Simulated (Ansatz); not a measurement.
# Scan of the C1–H5 bond length

CH3BZn (SMILES C=[B][ZnH]), closed shell, at its PBE0-D4/def2-TZVP minimum:

```xyz
6
angstrom
C -0.9736 0.0224 -1.0476
B -0.0306 0.0003 -0.0329
Zn 1.3504 -0.0315 1.4531
H -1.3918 -0.8826 -1.4823
H -1.3562 0.9467 -1.4745
H 2.4018 -0.0553 2.5843
```

The bond length C1–H5 (1.088 Å at the minimum) is set to the values below, with the rest relaxed at PBE0-D4/def2-TZVP at each step. Each method's energies count from its own value at the PBE0-D4 minimum structure. Ansatz 0.2.0; basis: def2-TZVPP; cores frozen in the correlated methods. The 3s and 3p shells of Cu and Zn are frozen; filled d shells are correlated. B3LYP uses VWN-RPA correlation.

CCSD(T) energies along the scan:
```tsv
bond length (Å)	CCSD(T) (eV)
0.935	0.528
0.967	0.306
1.014	0.102
1.069	0.006
1.130	0.028
1.195	0.154
1.265	0.362
1.338	0.458
1.414	0.602
```
They count from the CCSD(T) energy at the PBE0-D4 minimum.

Minimum and curvature along this coordinate at CCSD(T): A fifth-order fit through the nearest points gives 1.087 Å, with a curvature of about 33 eV/Å².

Largest difference from the CCSD(T) curve over the scan: PBE0-D4 0.022; B3LYP-D4 0.100; HF 0.300; MP2 0.077 eV. Each curve counts from its own value at the minimum.

T1 diagnostic: at most 0.018.

For scale, one of the runs: CCSD(T)/def2-TZVPP, 168 basis functions, launched by `ansatz run in.yaml --threads 2 --pin off --events-out ev --progress --plain --max-ram 4352MiB`. The run took 29 s on 2 CPU threads of an Arm Neoverse V1 (shared host), with 1.3 GiB of host memory at its peak.
